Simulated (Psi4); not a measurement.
C₃H₅ (SMILES [CH-]=CC), charge -1, singlet, geometry from GFN2-xTB (a gas-phase anion, which may not be bound at this level); B3LYP/6-31G run with Psi4.

Here is a job for Psi4.
```
memory 2 GB

molecule {
-1 1
C     1.35805982    0.02312035   -0.00323503
C     0.09892564    0.45870450   -0.01716080
H     2.08097321    0.91930036   -0.03769013
H    -0.29397552    1.52858289   -0.05609412
C    -1.06691089   -0.50759766    0.02066702
H    -0.69797393   -1.53441177    0.05804749
H    -1.71318980   -0.34673546    0.89954519
H    -1.71628136   -0.41209920   -0.86543564
}

set {
  basis 6-31g
  dft_pruning_scheme treutler
}

energy('b3lyp')
print_variables()
```

Output, abridged:

```
   => Loading Basis Set <=

    Name: 6-31G
    Role: ORBITAL
    Keyword: BASIS

         ---------------------------------------------------------
                                   SCF
               by Justin Turney, Rob Parrish, Andy Simmonett
                          and Daniel G. A. Smith
                              RKS Reference
         ---------------------------------------------------------

  ==> Geometry <==

    Molecular point group: c1
    Full point group: C1

    Geometry (in Angstrom), charge = -1, multiplicity = 1:

       Center              X                  Y                   Z               Mass
    ------------   -----------------  -----------------  -----------------  -----------------
         C            1.301476416856     0.026858900988    -0.003274366536    12.000000000000
         C            0.042342236856     0.462443050988    -0.017200136536    12.000000000000
         H            2.024389806856     0.923038910988    -0.037729466536     1.007825032230
         H           -0.350558923144     1.532321440988    -0.056133456536     1.007825032230
         C           -1.123494293144    -0.503859109012     0.020627683464    12.000000000000
         H           -0.754557333144    -1.530673219012     0.058008153464     1.007825032230
         H           -1.769773203144    -0.342996909012     0.899505853464     1.007825032230
         H           -1.772864763144    -0.408360649012    -0.865474976536     1.007825032230

  Running in c1 symmetry.

  Rotational constants: A =      1.72754  B =      0.32707  C =      0.28987 [cm^-1]
  Rotational constants: A =  51790.37308  B =   9805.21212  C =   8690.02951 [MHz]
  Nuclear repulsion =   63.797952064611970

  Charge       = -1
  Multiplicity = 1
  Electrons    = 24
  Nalpha       = 12
  Nbeta        = 12

  ==> Algorithm <==

  SCF Algorithm Type is DF.
  DIIS enabled.
  MOM disabled.
  Fractional occupation disabled.
  Guess Type is SAD.
  Energy threshold   = 1.00e-06
  Density threshold  = 1.00e-06
  Integral threshold = 1.00e-12

  ==> Primary Basis <==

  Basis Set: 6-31G
    Blend: 6-31G
    Number of shells: 25
    Number of basis functions: 37
    Number of Cartesian functions: 37
    Spherical Harmonics?: false
    Max angular momentum: 1

  ==> DFT Potential <==

   => LibXC <=

    Version 7.1.2
    S. Lehtola, C. Steigemann, M. J. T. Oliveira, and M. A. L. Marques,  SoftwareX 7, 1–5 (2018) (10.1016/j.softx.2017.11.002)

   => Composite Functional: B3LYP <=

    B3LYP Hyb-GGA Exchange-Correlation Functional

    P. J. Stephens, F. J. Devlin, C. F. Chabalowski, and M. J. Frisch,  J. Phys. Chem. 98, 11623 (1994) (10.1021/j100096a001)

    Deriv               =              1
    GGA                 =           TRUE
    Meta                =          FALSE

    Exchange Hybrid     =           TRUE
    MP2 Hybrid          =          FALSE

   => Exchange Functionals <=

    0.0800   Slater exchange
    0.7200         Becke 88

   => Exact (HF) Exchange <=

    0.2000               HF

   => Correlation Functionals <=

    0.1900   Vosko, Wilk & Nusair (VWN5_RPA)
    0.8100   Lee, Yang & Parr

   => LibXC Density Thresholds  <==

    XC_HYB_GGA_XC_B3LYP:  1.00E-15

   => Molecular Quadrature <=

    Radial Scheme          =       TREUTLER
    Pruning Scheme         =       TREUTLER
    Pruning Type           =         REGION
    Nuclear Scheme         =       TREUTLER

    Blocking Scheme        =         OCTREE
    BS radius alpha        =              1
    Pruning alpha          =              1
    Radial Points          =             75
    Spherical Points       =            302
    Total Points           =          94844
    Total Blocks           =            824
    Max Points             =            256
    Max Functions          =             37
    Weights Tolerance      =       1.00E-15

   => Loading Basis Set <=

    Name: (6-31G AUX)
    Role: JKFIT
    Keyword: DF_BASIS_SCF

  ==> Integral Setup <==

[...]
  Using in-core AOs.

  ==> MemDFJK: Density-Fitted J/K Matrices <==

    J tasked:                   Yes
    K tasked:                   Yes
    wK tasked:                   No
    Algorithm:                 Core
    Schwarz Cutoff:           1E-12
    Mask sparsity (%):       0.1461
    Fitting Condition:        1E-10

   => Auxiliary Basis Set <=

  Basis Set: (6-31G AUX)
    Blend: CC-PVDZ-JKFIT
    Number of shells: 117
    Number of basis functions: 368
    Number of Cartesian functions: 368
    Spherical Harmonics?: false
    Max angular momentum: 3

  Minimum eigenvalue in the overlap matrix is 6.3322741063E-03.
  Reciprocal condition number of the overlap matrix is 1.3277623805E-03.
    Using symmetric orthogonalization.

  ==> Pre-Iterations <==

  SCF Guess: Superposition of Atomic Densities via on-the-fly atomic UHF (no occupation information).

   -------------------------
    Irrep   Nso     Nmo
   -------------------------
     A         37      37
   -------------------------
    Total      37      37
   -------------------------

  ==> Iterations <==

                           Total Energy        Delta E     RMS |[F,P]|

   @DF-RKS iter SAD:  -116.55503353646505   -1.16555e+02   0.00000e+00
   @DF-RKS iter   1:  -116.75759590128713   -2.02562e-01   2.21874e-02 ADIIS/DIIS
   @DF-RKS iter   2:  -116.46700801681529    2.90588e-01   2.75121e-02 ADIIS/DIIS
   @DF-RKS iter   3:  -117.16702649664161   -7.00018e-01   4.04828e-03 ADIIS/DIIS
   @DF-RKS iter   4:  -117.17270296901985   -5.67647e-03   3.39806e-03 ADIIS/DIIS
   @DF-RKS iter   5:  -117.18134502112154   -8.64205e-03   3.80220e-04 ADIIS/DIIS
   @DF-RKS iter   6:  -117.18144793167258   -1.02911e-04   1.52557e-04 ADIIS/DIIS
   @DF-RKS iter   7:  -117.18146552883684   -1.75972e-05   1.59221e-05 DIIS
   @DF-RKS iter   8:  -117.18146578760431   -2.58767e-07   2.63687e-06 DIIS
   @DF-RKS iter   9:  -117.18146579427378   -6.66947e-09   3.75773e-07 DIIS
  Energy and wave function converged.

  ==> Post-Iterations <==

   Electrons on quadrature grid:
      Ntotal   =   23.9999794198 ; deviation = -2.058e-05

    Orbital Energies [Eh]
    ---------------------

    Doubly Occupied:

[...]
    Virtual:

[...]
      37A      1.542401

    Final Occupation by Irrep:
              A
    DOCC [    12 ]
    NA   [    12 ]
    NB   [    12 ]

  @DF-RKS Final Energy:  -117.18146579427378

   => Energetics <=

    Nuclear Repulsion Energy =             63.7979520646119695
    One-Electron Energy =                -288.1949487368354994
    Two-Electron Energy =                 122.0517798939547731
    DFT Exchange-Correlation Energy =     -14.8362490160050200
    Empirical Dispersion Energy =           0.0000000000000000
    VV10 Nonlocal Energy =                  0.0000000000000000
    Total Energy =                       -117.1814657942737767

Computation Completed

Properties will be evaluated at   0.000000,   0.000000,   0.000000 [a0]

Properties computed using the SCF density matrix

 Multipole Moments:

 ------------------------------------------------------------------------------------
     Multipole            Electronic (a.u.)      Nuclear  (a.u.)        Total (a.u.)
 ------------------------------------------------------------------------------------

 L = 1.  Multiply by 2.5417464519 to convert [e a0] to [Debye]
 Dipole X            :          0.9753257           -2.4593241           -1.4839984
 Dipole Y            :         -0.0386164            0.1624912            0.1238747
 Dipole Z            :         -0.0002783           -0.0017098           -0.0019882
 Magnitude           :                                                    1.4891609

 ------------------------------------------------------------------------------------

  Variable Map:
  ----------------------------------------------------------------------------
[...]
  Array Variable Map:
  ----------------------------------------------------------------------------
[...]
[...]
```
